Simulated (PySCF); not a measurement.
The scaffold silaethenyl-X carries different groups X. Isolated molecules, 0 K electronic values unless said otherwise. One relaxed conformer stands for each flexible species; it need not be the lowest. Strings in code marks are SMILES.

The numbers are results of PBE0-D3(BJ)/def2-TZVP (PySCF 2.14.0), not measurements. Excitations are Tamm–Dancoff values on a coarser integration grid. The basis has no diffuse functions, so Rydberg states are missing or too high.

```csv
species,brightest of the four lowest singlets (TDA) (eV),HOMO (eV),LUMO (eV)
X = fluoro (`C=[SiH]F`),5.85,-6.66,(withheld)
X = hydroxy (`O[SiH]=C` (C–Si–O–H torsion 0°)),(withheld),(withheld),(withheld)
X = dimethylamino (`C=[SiH]N(C)C` (C–Si–N–C torsion 180°)),5.31,-5.54,0.00
X = cyano (`C=[SiH]C#N`),5.20,-7.29,-2.30
X = methylthio (`C=[SiH]SC` (C–Si–S–C torsion 0°)),5.27,-6.12,-0.71
X = carbamoyl (`C=[SiH]C(N)=O` (C–Si–C–O torsion 180°)),5.06,(withheld),-1.74
X = difluoromethyl,(withheld),-6.88,-1.46
X = AlH2 (`[SiH](=C)[AlH2]`),3.95,-6.68,-2.57
```

Complete the blanks.


- X = fluoro (`C=[SiH]F`), LUMO (eV): -0.77
- X = hydroxy (`O[SiH]=C` (C–Si–O–H torsion 0°)), brightest of the four lowest singlets (TDA) (eV): 5.80
- X = hydroxy (`O[SiH]=C` (C–Si–O–H torsion 0°)), HOMO (eV): -6.20
- X = hydroxy (`O[SiH]=C` (C–Si–O–H torsion 0°)), LUMO (eV): -0.28
- X = carbamoyl (`C=[SiH]C(N)=O` (C–Si–C–O torsion 180°)), HOMO (eV): -6.79
- X = difluoromethyl, brightest of the four lowest singlets (TDA) (eV): 5.61
